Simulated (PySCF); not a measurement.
C4H6F2. Atoms are numbered in the order given.

```xyz
12

C      0.0000     1.2856    -1.4013
C      0.0000     0.0000    -0.6347
C      0.0000    -1.2856    -1.4013
C      0.0000     0.0000     0.6961
F      0.0000    -1.0782     1.4530
F      0.0000     1.0782     1.4530
H      0.8856     1.3476    -2.0558
H      0.0000     2.1630    -0.7419
H     -0.8856     1.3476    -2.0558
H      0.0000    -2.1630    -0.7419
H     -0.8856    -1.3476    -2.0558
H      0.8856    -1.3476    -2.0558
```
Charge 0, spin multiplicity 1.

Geometry optimised at PBE0-D3(BJ)/def2-SVP.

These are TDA-B3LYP/def2-SVPD run with PySCF values and carry that method's errors.

Vertical excitations. The molecule is in vacuum. State labels are in the subgroup C2v.

```tsv
state	symmetry	energy (eV)	λ (nm)	f	main pairs
S1	B1	6.02	206	0.000	HOMO→LUMO 99 %
S2	B1	7.00	177	0.023	HOMO→LUMO+2 99 %
S3	A2	7.00	177	0.000	HOMO→LUMO+3 99 %
S4	A1	7.81	159	0.471	HOMO→LUMO+1 72 %, HOMO→LUMO+5 23 %
S5	B1	7.91	157	0.006	HOMO→LUMO+4 99 %
S6	A2	8.52	146	0.000	HOMO→LUMO+6 98 %
S7	A1	8.55	145	0.123	HOMO→LUMO+5 60 %, HOMO→LUMO+8 26 %, HOMO→LUMO+1 11 %
S8	B1	8.81	141	0.012	HOMO→LUMO+7 99 %
S9	A1	8.87	140	0.046	HOMO→LUMO+8 72 %, HOMO→LUMO+5 16 %
S10	A2	8.95	139	0.000	HOMO→LUMO+11 91 %
T1	A1	4.53	273	0	HOMO→LUMO+1 96 %
T2	B1	5.86	211	0	HOMO→LUMO 96 %
T3	B1	6.82	182	0	HOMO→LUMO+2 95 %
T4	A2	6.89	180	0	HOMO→LUMO+3 97 %
```
Triplets are in the Tamm–Dancoff approximation.
